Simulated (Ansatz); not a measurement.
Input file for Ansatz (a quantum-chemistry and plane-wave program): R-wB97X-V/def2-TZVPP on CH3FOSn (SMILES C[O][Sn][F]), a point of a torsion scan. Elements past Kr take the def2 small-core potentials; no spin–orbit coupling.

Ansatz 0.2 input:
```yaml
crystal:
  periodic: [false, false, false]
  atoms:
    - {symbol: C, position_ang: [-1.07775532, -0.13014746, 0.10019459]}
    - {symbol: O, position_ang: [0.19873443, 0.47089874, 0.08113719]}
    - {symbol: Sn, position_ang: [2.07642968, 1.13262047, -0.03123960]}
    - {symbol: F, position_ang: [3.25783656, -0.14908340, 1.14374986]}
    - {symbol: H, position_ang: [-1.30745794, -0.54698030, -0.88212101]}
    - {symbol: H, position_ang: [-1.82993749, 0.61964772, 0.35508086]}
    - {symbol: H, position_ang: [-1.10724833, -0.93080974, 0.84077419]}
basis:
  gaussian:
    orbitals: def2-TZVPP
hamiltonian:
  xc: {name: wB97X-V}
scf: {lower_state_search: off}
```

Output:

```
WARN ansatz: RAYON_NUM_THREADS=1 ignored (pool sized by the plan → 1); use --threads N
Functional definition: wB97X-V
these checks for a lower state are left out or cut short: stability, starts, cluster_reference, orbital_swaps, neighbouring_geometries, increment
integrals: 0.12 GiB planned
1096 factors; their error is unknown
integrals: 0.15 GiB planned
240 factors; integrals over basis functions are off by at most 3.4e-5 eV
mean field: 1.00 GiB planned
mean field evaluation 1: about -11674.8505 eV, gradient 6.4e1 eV
mean field evaluation 2: about -11664.9158 eV, gradient 1.0e2 eV
mean field evaluation 4: about -11682.4212 eV, gradient 4.7e0 eV
mean field evaluation 8: about -11682.5204 eV, gradient 3.7e-1 eV
mean field evaluation 16: about -11682.5206 eV, gradient 3.7e-5 eV
mean field -11682.52060703 eV, -429.3247136116 hartree, gradient 6.0e-6 eV, S^2 0.000000; 0 other end points of the search recorded, 0 dependent functions left out
reference -11682.52060482 eV, -429.3247135302 hartree; 24, 24 occupied and 161, 161 virtual orbitals, 1096 factors
Total energy: -11682.52060482 eV, -429.3247135302 hartree
Checks for a lower state left out: stability, starts, cluster_reference, orbital_swaps, neighbouring_geometries, increment
```

Self-consistency was reached.

Cost: very roughly 5 core-seconds.
